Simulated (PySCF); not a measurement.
PySCF input (CCSD(T)/cc-pVDZ):

```python
from pyscf import gto, scf, mp, cc as ccmod

mol = gto.M(
    atom='''
    S     0.99284409   -0.46476956    0.00704070
    S    -0.88384757    0.49897825   -0.00585391
    H    -1.74394422   -0.54733919   -0.01898866
    ''',
    basis='cc-pvdz',
    charge=-1,
    spin=0,
    verbose=4,
)

mf = scf.RHF(mol)
mf.conv_tol = 1e-10
mf.max_cycle = 100
mf.kernel()
mp2 = mp.MP2(mf, frozen=10).run()
cc = ccmod.CCSD(mf, frozen=10)
cc.max_cycle = 100
cc.kernel()
et = cc.ccsd_t()
print(f'E(CCSD(T)) = {cc.e_tot + et:.9f}')
```

Output:

```
PySCF version 2.14.0

[INPUT] verbose = 4
[INPUT] num. atoms = 3
[INPUT] num. electrons = 34
[INPUT] charge = -1
[INPUT] spin (= nelec alpha-beta = 2S) = 0
[INPUT] symmetry False subgroup None
[INPUT] Mole.unit = angstrom
[INPUT] Symbol           X                Y                Z      unit          X                Y                Z       unit  Magmom
[INPUT]  1 S      0.992844090000  -0.464769560000   0.007040700000 AA    1.876203414493  -0.878287179435   0.013304994725 Bohr   0.0
[INPUT]  2 S     -0.883847570000   0.498978250000  -0.005853910000 AA   -1.670229843162   0.942932234615  -0.011062286658 Bohr   0.0
[INPUT]  3 H     -1.743944220000  -0.547339190000  -0.018988660000 AA   -3.295576952318  -1.034321166341  -0.035883366872 Bohr   0.0

nuclear repulsion = 73.5547772833824
number of shells = 13
number of NR pGTOs = 89
number of NR cGTOs = 41
basis = cc-pvdz
ecp = {}

******** <class 'pyscf.scf.hf.RHF'> ********
method = RHF
initial guess = minao
damping factor = 0
level_shift factor = 0
DIIS = <class 'pyscf.scf.diis.CDIIS'>
diis_start_cycle = 1
diis_space = 8
diis_damp = 0
SCF conv_tol = 1e-10
SCF conv_tol_grad = None
SCF max_cycles = 100
direct_scf = True
direct_scf_tol = 1e-13
Set gradient conv threshold to 1e-05
Initial guess from minao.
init E= -795.488545893443
  HOMO = -0.218029913869178  LUMO = -0.00793725978320792  gap/eV = 5.71691
cycle= 1 E= -795.616736453877  delta_E= -0.128  |g|= 0.308  |ddm|= 1.61
  HOMO = -0.0128126223600074  LUMO = 0.32148222314576  gap/eV = 9.09663
cycle= 2 E= -795.6513210109  delta_E= -0.0346  |g|= 0.125  |ddm|= 0.593
  HOMO = -0.0612750051504123  LUMO = 0.341783122328587  gap/eV = 10.96777
cycle= 3 E= -795.656416658325  delta_E= -0.0051  |g|= 0.0245  |ddm|= 0.154
  HOMO = -0.0641218852199263  LUMO = 0.343401380236879  gap/eV = 11.08927
cycle= 4 E= -795.656828566508  delta_E= -0.000412  |g|= 0.00808  |ddm|= 0.0413
  HOMO = -0.0641345706188226  LUMO = 0.34459499983777  gap/eV = 11.12210
cycle= 5 E= -795.656874660003  delta_E= -4.61e-05  |g|= 0.00197  |ddm|= 0.0166
  HOMO = -0.0643454869877078  LUMO = 0.344488498209257  gap/eV = 11.12494
cycle= 6 E= -795.656878102983  delta_E= -3.44e-06  |g|= 0.000694  |ddm|= 0.00476
  HOMO = -0.0643624567577987  LUMO = 0.344523093964144  gap/eV = 11.12634
cycle= 7 E= -795.656878508138  delta_E= -4.05e-07  |g|= 0.000202  |ddm|= 0.00176
  HOMO = -0.0643985190229568  LUMO = 0.344522560487057  gap/eV = 11.12731
cycle= 8 E= -795.65687854875  delta_E= -4.06e-08  |g|= 4.3e-05  |ddm|= 0.00068
  HOMO = -0.064393873996901  LUMO = 0.344530495965897  gap/eV = 11.12740
cycle= 9 E= -795.656878550684  delta_E= -1.93e-09  |g|= 1.27e-05  |ddm|= 0.000151
  HOMO = -0.0643950290115876  LUMO = 0.344529379681044  gap/eV = 11.12740
cycle= 10 E= -795.656878550869  delta_E= -1.85e-10  |g|= 4.77e-06  |ddm|= 4.61e-05
  HOMO = -0.0643946532341353  LUMO = 0.344529631758583  gap/eV = 11.12740
cycle= 11 E= -795.656878550906  delta_E= -3.67e-11  |g|= 2.04e-06  |ddm|= 2.18e-05
  HOMO = -0.0643945721718242  LUMO = 0.344529561003755  gap/eV = 11.12739
Extra cycle  E= -795.656878550913  delta_E= -7.16e-12  |g|= 1.27e-06  |ddm|= 6e-06
converged SCF energy = -795.656878550913

******** <class 'pyscf.mp.mp2.RMP2'> ********
nocc = 7, nmo = 31
frozen orbitals 10
E(RMP2) = -795.917906399342  E_corr = -0.261027848428946
E(SCS-RMP2) = -795.913402609524  E_corr = -0.256524058610429
E_corr(same-spin) = -0.0654338763511222
E_corr(oppo-spin) = -0.195593972077824

******** <class 'pyscf.cc.ccsd.CCSD'> ********
CC2 = 0
CCSD nocc = 7, nmo = 31
frozen orbitals 10
max_cycle = 100
direct = 0
conv_tol = 1e-07
conv_tol_normt = 1e-05
diis_space = 6
diis_start_cycle = 0
diis_start_energy_diff = 1e+09
Init t2, MP2 energy = -795.917906398149  E_corr(MP2) -0.261027847235439
Init E_corr(CCSD) = -0.26102784723686
cycle = 1  E_corr(CCSD) = -0.281917605950267  dE = -0.0208897587  norm(t1,t2) = 0.0429954
cycle = 2  E_corr(CCSD) = -0.287960216728957  dE = -0.00604261078  norm(t1,t2) = 0.0147141
cycle = 3  E_corr(CCSD) = -0.290223702958141  dE = -0.00226348623  norm(t1,t2) = 0.00632512
cycle = 4  E_corr(CCSD) = -0.29055239478177  dE = -0.000328691824  norm(t1,t2) = 0.00171765
cycle = 5  E_corr(CCSD) = -0.290462332751872  dE = 9.00620299e-05  norm(t1,t2) = 0.000966486
cycle = 6  E_corr(CCSD) = -0.2904490119737  dE = 1.33207782e-05  norm(t1,t2) = 0.000308168
cycle = 7  E_corr(CCSD) = -0.290457603570448  dE = -8.59159675e-06  norm(t1,t2) = 0.000122136
cycle = 8  E_corr(CCSD) = -0.290457864885054  dE = -2.61314606e-07  norm(t1,t2) = 3.36584e-05
cycle = 9  E_corr(CCSD) = -0.290457732405228  dE = 1.32479826e-07  norm(t1,t2) = 1.48893e-05
cycle = 10  E_corr(CCSD) = -0.290457474696982  dE = 2.57708246e-07  norm(t1,t2) = 5.81481e-06
cycle = 11  E_corr(CCSD) = -0.290457346402106  dE = 1.28294876e-07  norm(t1,t2) = 2.68451e-06
cycle = 12  E_corr(CCSD) = -0.290457341380026  dE = 5.02207986e-09  norm(t1,t2) = 1.29264e-06
CCSD converged
E(CCSD) = -795.9473358922933  E_corr = -0.2904573413800263
CCSD(T) correction = -0.00725509065463339
E(CCSD(T)) = -795.954590983
```
